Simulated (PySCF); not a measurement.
# How methods differ on the ionisation energy of Pd²⁸⁺

Pd²⁸⁺ [Ar] → Pd²⁹⁺ [Ne] 3s2 3p5 [3p1/2^2 3p3/2^3, M_J = 3/2], as a difference of total energies. All numbers are calculated (PySCF 2.14, the two-component X2C-1e Hamiltonian, in an even-tempered Gaussian basis (19 s from 4.3 bohr⁻², ratio 2.4; 14 p from 5.6 bohr⁻², ratio 2.4; 5 d from 24 bohr⁻², ratio 2.6; 4 f from 36 bohr⁻², ratio 2.6)). Correlated levels: 1s2 frozen; the 56 highest virtual spinors dropped. "Screened" scales the spin-orbit matrix elements by Boettger's factors to mimic the two-electron term; Breit and QED terms are absent.

```tsv
method	ionisation energy (eV)
GHF (spin-free)	1656.4
GMP2 (spin-free)	1657.2
GHF (screened spin-orbit)	1644.6
GMP2 (screened spin-orbit)	1645.4
```

Breit and QED terms and the two-electron picture change are absent.

The spin-free rows lack the spin-orbit shift.

For comparison: 1644 ± 5 eV (semi-empirical (NIST evaluation); NIST Atomic Spectra Database, ionization energies).
